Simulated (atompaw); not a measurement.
## What one change does to a pseudopotential (titanium, PAW (atompaw))

atompaw 4.2.0.5 input, output lines left out:

```
Ti 22
LDA-PW scalarrelativistic loggrid 1500 logderivrange -5 5 251
4 4 3 0 0 0
4 1 0
3 2 2
0 0 0
c
c
c
v
c
v
v
v
2
2.40 2.25 1.95 1.65
y
3.35
n
n
y
0.35
n
custom rrkj gramschmidtortho sinc
3 1 troulliermartins
2.35
2.40
1.50
2.40
2.40
2.40
```

Change: augmentation sinc compensation charge, radius 2.25 bohr; PAW radius 2.40 bohr; waves and projectors: modrrkj vanderbiltortho.

Cutoffs: the cutoffs (Ry, on a coarse ladder) from which the occupation-weighted sum of valence levels, in a spherical-Bessel basis at the reference potential, stays within 10 and 1 mRy of its value at 400 Ry; they do not see the model core or the augmentation charge, which bear on the density cutoff.

**Question.** What does the change do?

**Answer.** The potential gets softer (35 Ry and 60 Ry → 30 Ry and 55 Ry); both files keep a bound ghost (s); the range in which the s phases agree narrows (upper end at the end of the scan → -0.2); the range in which the p phases agree widens (upper end 0.9 → at the end of the scan).

| quantity | base | changed |
| --- | --- | --- |
| cutoff, loose | 35 Ry | 30 Ry |
| cutoff, tight | 60 Ry | 55 Ry |
| loose cutoff by channel (10 mRy a level) | s 6 Ry, p 30 Ry, d 12 Ry | s 6 Ry, p 25 Ry, d 12 Ry |
| bound ghosts | s | s |
| s: phases at 2.40 bohr within 0.05 rad from the reference energy up to (Ry; the scan ends near 5) | to the end of the scan | -0.2 |
| p: phases at 2.40 bohr within 0.05 rad from the reference energy up to (Ry; the scan ends near 5) | 0.9 | to the end of the scan |
| d: phases at 2.40 bohr within 0.05 rad from the reference energy up to (Ry; the scan ends near 5) | 1.4 | n/a |
| lowest overlap eigenvalue by channel | s 0.72, p 0.51, d 0.41 | s 0.08, p 0.55, d 1.00 |

 A true bound ghost makes a file unfit for plane-wave use even where its test errors are small: the radial tests pick states by their node count and pass the ghost by. The cutoffs see the waves, projectors and local potential, not the compensation charge or the core.
